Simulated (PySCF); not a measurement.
An unknown gives this computed stick spectrum. The calculation used TDDFT CAM-B3LYP/def2-SVPD, vertical, gas phase, core orbitals frozen in the response in PySCF. Geometries: GFN2-xTB, one conformer each.

```
state  E (eV)       f
   S1    6.45  0.0002
   S2    6.49   0.012
   S3    6.67   0.044
   S4    6.74  0.0023
   S5    6.83   0.027
   S6    6.89   0.127
   S7    7.08   0.062
   S8    7.16   0.012
```

Triplets computed (Tamm–Dancoff): 5.46, 5.84, 5.92 eV.

Orbital energies (eV): HOMO-3 -9.69, HOMO-2 -9.40, HOMO-1 -9.22, HOMO -8.79, LUMO 0.59, LUMO+1 0.69, LUMO+2 1.26.

Task: Which structure fits? All have the formula C4H12Si3.
A. `C[Si@@H]1C=C[SiH2]C[SiH2]1`
B. `[SiH3]C#C[SiH2]CC[SiH3]`
C. `[SiH3]C([SiH3])([SiH3])C1=CC1`
D. `C#CC[SiH2][Si@@H](C)[SiH3]`
E. `C=C[SiH2]/C([SiH3])=C\[SiH3]`

Result: D. Its S1, at 6.45 eV, is the highest among the candidates; the nearest of the others has S1 at 5.94 eV. S1 is HOMO→LUMO+7 (22%), HOMO→LUMO+5 (20%), HOMO→LUMO+1 (11%). Löwdin shares by element: HOMO carbon 72% or more, silicon 10% or more (atoms not listed hold the other 19%); LUMO silicon 49%, carbon 11% or more (atoms not listed hold the other 40%). At the same level the other candidates give, for their lowest levels:
- `[SiH3]C([SiH3])([SiH3])C1=CC1`: 5.94 eV (f 0.184); 6.25 eV (f 0.001); 6.34 eV (f 0.004); 6.79 eV (f 0.000); 6.94 eV (f 0.046); T1 3.99 eV; HOMO -8.06, LUMO 0.87 eV
- `[SiH3]C#C[SiH2]CC[SiH3]`: 5.66 eV (f 0.000); 5.90 eV (f 0.005); 5.91 eV (f 0.001); 7.12 eV (f 0.162); 7.46 eV (f 0.014); T1 4.72 eV; HOMO -9.11, LUMO 0.53 eV
- `C=C[SiH2]/C([SiH3])=C\[SiH3]`: 4.86 eV (f 0.008); 6.13 eV (f 0.399); 6.59 eV (f 0.037); 6.70 eV (f 0.027); 6.82 eV (f 0.116); T1 3.86 eV; HOMO -8.80, LUMO -0.22 eV
- `C[Si@@H]1C=C[SiH2]C[SiH2]1`: 5.71 eV (f 0.001); 6.50 eV (f 0.251); 6.76 eV (f 0.023); 6.83 eV (f 0.029); 6.92 eV (f 0.003); T1 4.12 eV; HOMO -8.95, LUMO 0.38 eV

The values belong to the conformer `[CH:1]#[C:2][CH2:3][SiH2:4][Si@@H:5]([CH3:6])[SiH3:7]`: C2–C3–Si4–Si5 -47°, C3–Si4–Si5–C6 -50°.
